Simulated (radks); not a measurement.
Yb, 70 electrons, occupied as [Xe] 4f14 6s2.

Method: scalar-relativistic Kohn-Sham, PBE, spin-unpolarised, spherical densities, finite nucleus; Fermi nuclear charge, rms radius 5.3108 fm; computed with a radial shooting solver on a logarithmic mesh with Libxc functionals.

Energy parts (hartree):
part                       energy
total                 -14058.1415
kinetic                15316.0968
electron-nucleus      -34602.5144
Hartree                 5521.0280
exchange-correlation    -292.7519

Orbitals (lengths in bohr, moments of r in powers of bohr; <r^-3> diverges for s and p1/2; r(max) is where P^2 peaks; r(90%) holds 90 % of the orbital's charge):
| orbital | occ. | eigenvalue (hartree) | <r^-3> | r(max) | r(90%) | <r> |
|---|---|---|---|---|---|---|
| 1s | 2 | -2250.055 | - | 0.01237 | 0.0357 | 0.01966 |
| 2s | 2 | -381.2344 | - | 0.07059 | 0.129 | 0.08334 |
| 2p | 6 | -336.0486 | 15970 | 0.05756 | 0.121 | 0.07415 |
| 3s | 2 | -85.93041 | - | 0.1994 | 0.318 | 0.2167 |
| 3p | 6 | -72.30411 | 3484 | 0.1966 | 0.323 | 0.2162 |
| 3d | 10 | -55.70072 | 458.0 | 0.1603 | 0.305 | 0.1961 |
| 4s | 2 | -16.90441 | - | 0.4551 | 0.701 | 0.4879 |
| 4p | 6 | -12.43099 | 790.1 | 0.4763 | 0.754 | 0.5182 |
| 4d | 10 | -6.53929 | 87.40 | 0.4910 | 0.842 | 0.5600 |
| 5s | 2 | -2.01787 | - | 1.071 | 1.75 | 1.208 |
| 5p | 6 | -1.00798 | 94.47 | 1.233 | 2.15 | 1.451 |
| 6s | 2 | -0.14404 | - | 3.283 | 5.87 | 3.926 |
| 4f | 14 | -0.11101 | 12.28 | 0.4833 | 1.39 | 0.7914 |

The highest occupied level is 4f at -3.021 eV. The density falls to 0.001 e/bohr^3 at r = 5.05 bohr. Summed over all electrons, <r^2> = 72.41 bohr^2, which gives a Langevin (diamagnetic) susceptibility term of -57.3 x 10^-6 cm^3/mol.
